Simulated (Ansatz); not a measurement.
Process, species as SMILES: [B](F)B(F)F → 2 B atom + 3 F atom
B3LYP-D3(BJ)/def2-TZVP geometries, fixed; electronic energies without zero-point terms.

The atomisation energy at MP2 with Ansatz (a program for electronic structure), in kcal/mol, split into its Hartree-Fock and correlation parts. Cores are frozen. Species with rotatable bonds are taken in one conformer. Open shells are unrestricted. No added dispersion term, no relativity. Functions are those of the species that has most.

```json
[
 {"basis": "cc-pVDZ", "X": "2", "functions": "70", "Hartree-Fock": "386.16", "MP2": "508.12"},
 {"basis": "cc-pVTZ", "X": "3", "functions": "150", "Hartree-Fock": "407.85", "MP2": "544.31"},
 {"basis": "cc-pVQZ", "X": "4", "functions": "275", "Hartree-Fock": "408.63", "MP2": "551.65"}
]
```

Worked estimate of the basis-set limit from each neighbouring pair, with Hartree-Fock from the larger set and the correlation part extrapolated as X^-3.
Correlation parts: X = 2: 121.96, X = 3: 136.46, X = 4: 143.02.
- (2,3): (27·(136.46) - 8·(121.96))/19 = 142.57; with Hartree-Fock 407.85 the estimate is 550.42 kcal/mol.
- (3,4): (64·(143.02) - 27·(136.46))/37 = 147.81; with Hartree-Fock 408.63 the estimate is 556.44 kcal/mol.
The last two estimates differ by 6.02 kcal/mol; the largest set lies 4.79 from the last. Over the last step Hartree-Fock moves by 0.78 and the correlation part by 6.56.
